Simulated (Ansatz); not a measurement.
Species: SeCl, charge 0, multiplicity 2. SMILES: [Se]Cl
Structure (B3LYP-D3(BJ)/def2-TZVP (Ansatz, a quantum-chemistry and plane-wave program) minimum search):
```
Se
Cl 1 2.1470
```
Charge 0, spin multiplicity 2.

Quantity: vertical ionisation energy (to the triplet state of charge +1; each state is the SCF solution reached for its spin), in eV. Cores are frozen in the correlated levels unless marked. UHF or UKS for open shells. Spin-orbit coupling is left out. Frozen are the shells of the preceding noble gas and the d and f shells that filled before the atom's block. No relativistic terms. Basis-set limits of correlation are two-point, X^-3; Hartree-Fock from the larger set.

CCSD(T)/CBS(def2-TZVPPD,def2-QZVPPD) (Ansatz) gives 9.45 eV.

Another calculation gave 9.18 eV. Which level was it?
A. wB97X-V/def2-TZVPD (Ansatz)
B. PBE/def2-TZVPD (Ansatz)
C. PBE0/def2-TZVPD (Ansatz)

B, PBE/def2-TZVPD (Ansatz). The others give 9.51 (wB97X-V), 9.35 (PBE0) eV.
